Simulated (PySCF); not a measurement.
GeO, SMILES [O]=[Ge] (connectivity only; charge and spin as stated), neutral, multiplicity 1.

Geometry optimised at B3LYP-D3(BJ)/def2-TZVPD.

Two levels are set side by side: PBE/def2-TZVPD (PySCF) and ωB97X/def2-TZVPD (PySCF). Same geometry, gas phase. Differences are taken from unrounded values.

```csv
quantity,PBE
orbital gap (eV),4.31
highest occupied level (eV),-7.24
lowest empty level (eV),-2.92
dipole moment (D),3.16
mean polarisability (bohr³),32.9
```

Task: These are the PBE values. What does ωB97X give? (An estimate is asked for; the answer gives what the named calculation found.)

Result: 
```csv
quantity,ωB97X,PBE minus ωB97X
orbital gap (eV),10.78,-6.46
highest occupied level (eV),-10.91,3.67
lowest empty level (eV),-0.13,-2.79
dipole moment (D),3.66,-0.50
mean polarisability (bohr³),31.7,1.1
```

PBE's occupied levels lie high since its potential decays too fast outside the molecule; exact exchange lowers them and widens the gap. Loosely held outer electrons make PBE densities more polarisable. Differences between two approximate levels are no errors against the true value.

Rough cost on one machine, each run with all the roots and properties that it gave: ωB97X against PBE within a factor of 2.
